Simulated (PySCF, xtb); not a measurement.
C₂H₇O₂Sb, SMILES C[O][SbH][O]C. One conformer was computed; it need not be the lowest.

Harmonic wavenumbers (cm⁻¹) from GFN2-xTB (xtb) at its own minimum, in rising order: 65, 91, 119, 132, 183, 222, 274, 412, 429, 600, 640, 1045, 1061, 1132, 1136, 1140, 1146, 1408, 1417, 1471, 1483, 1485, 1492, 1595, 2917, 2921, 2931, 2948, 2975, 2976.

Q: What does PySCF with PBE-D3(BJ)/def2-SVP give at its own minimum? (An estimate is asked for; the answer gives what the named calculation found.)

A: 57, 81, 112, 127, 187, 230, 271, 510, 521, 638, 659, 1054, 1071, 1127, 1128, 1137, 1144, 1402, 1404, 1407, 1415, 1425, 1431, 1817, 2889, 2899, 2957, 2976, 3012, 3018. Paired by order, the mean absolute difference is 33 cm⁻¹ and the zero-point energies are 54.1 and 54.5 kcal/mol.
